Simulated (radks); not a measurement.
Question: Ne, 10 electrons, occupied as [He] 2s1 2p6 3s1 (not the ground configuration). Calculated with a radial shooting solver on a logarithmic mesh with Libxc functionals: scalar-relativistic Kohn-Sham, B86b exchange with PBE correlation, spin-polarised, spherical densities, finite nucleus; open shells are filled with parallel spins first; Fermi nuclear charge, rms radius 3.0055 fm. Some entries of the table are withheld. Estimate them.

orbital,occ.,eigenvalue (eV),r(max) (bohr),<r> (bohr)
1s up,1,-846.8950,0.1025,(1)
1s down,1,-845.7996,0.1025,(2)
2s up,1,-49.5464,(3),(4)
2s down,0,-47.1589,(5),(6)
2p up,3,-26.0036,0.6048,0.8839
2p down,3,-23.8873,0.6060,0.8972
3s up,1,-2.9561,3.447,4.184
3p up,0,-0.9844,4.685,6.064

Answer: 
(1) 1s up <r> (bohr): 0.1578
(2) 1s down <r> (bohr): 0.1579
(3) 2s up r(max) (bohr): 0.6714
(4) 2s up <r> (bohr): 0.8621
(5) 2s down r(max) (bohr): 0.6740
(6) 2s down <r> (bohr): 0.8702
